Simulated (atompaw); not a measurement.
# Reading a pseudo-wave (chlorine (Cl))

Columns: radius, all-electron u(r) and pseudo u(r) of the 3s shell (level -20.46 eV) of chlorine in the configuration [Ne] 3s2 3p5; PBEsol, non-relativistic, PAW (atompaw) scheme, atompaw 4.2.0.5.

```json
{"r (bohr)": "0.062", "all-electron": "0.2187", "pseudo": "0.0713"}
{"r (bohr)": "0.123", "all-electron": "-0.0058", "pseudo": "0.1411"}
{"r (bohr)": "0.185", "all-electron": "-0.2512", "pseudo": "0.2112"}
{"r (bohr)": "0.246", "all-electron": "-0.3962", "pseudo": "0.2789"}
{"r (bohr)": "0.308", "all-electron": "-0.4360", "pseudo": "0.3461"}
{"r (bohr)": "0.369", "all-electron": "-0.3917", "pseudo": "0.4103"}
{"r (bohr)": "0.431", "all-electron": "-0.2900", "pseudo": "0.4729"}
{"r (bohr)": "0.492", "all-electron": "-0.1579", "pseudo": "0.5317"}
{"r (bohr)": "0.554", "all-electron": "-0.0095", "pseudo": "0.5881"}
{"r (bohr)": "0.615", "all-electron": "0.1376", "pseudo": "0.6400"}
{"r (bohr)": "0.677", "all-electron": "0.2796", "pseudo": "0.6885"}
{"r (bohr)": "0.738", "all-electron": "0.4067", "pseudo": "0.7319"}
{"r (bohr)": "0.800", "all-electron": "0.5204", "pseudo": "0.7712"}
{"r (bohr)": "0.862", "all-electron": "0.6174", "pseudo": "0.8055"}
{"r (bohr)": "0.923", "all-electron": "0.6966", "pseudo": "0.8340"}
{"r (bohr)": "0.985", "all-electron": "0.7610", "pseudo": "0.8575"}
{"r (bohr)": "1.046", "all-electron": "0.8095", "pseudo": "0.8752"}
{"r (bohr)": "1.108", "all-electron": "0.8451", "pseudo": "0.8876"}
{"r (bohr)": "1.169", "all-electron": "0.8681", "pseudo": "0.8942"}
{"r (bohr)": "1.231", "all-electron": "0.8807", "pseudo": "0.8956"}
{"r (bohr)": "1.292", "all-electron": "0.8840", "pseudo": "0.8918"}
{"r (bohr)": "1.354", "all-electron": "0.8796", "pseudo": "0.8831"}
{"r (bohr)": "1.415", "all-electron": "0.8688", "pseudo": "0.8701"}
{"r (bohr)": "1.477", "all-electron": "0.8525", "pseudo": "0.8528"}
{"r (bohr)": "1.538", "all-electron": "0.8322", "pseudo": "0.8323"}
{"r (bohr)": "1.600", "all-electron": "0.8082", "pseudo": "0.8082"}
```

Q: How many radial nodes do the two functions have?

A: The all-electron 3s function has n − l − 1 = 2; the pseudo-wave has 0, since the states of the same l below it are removed with the core.

Q: Is the pseudo-wave norm-conserving?

A: No, it belongs to a PAW set: the norm inside the radius is not constrained, and the difference is carried by the augmentation charge.
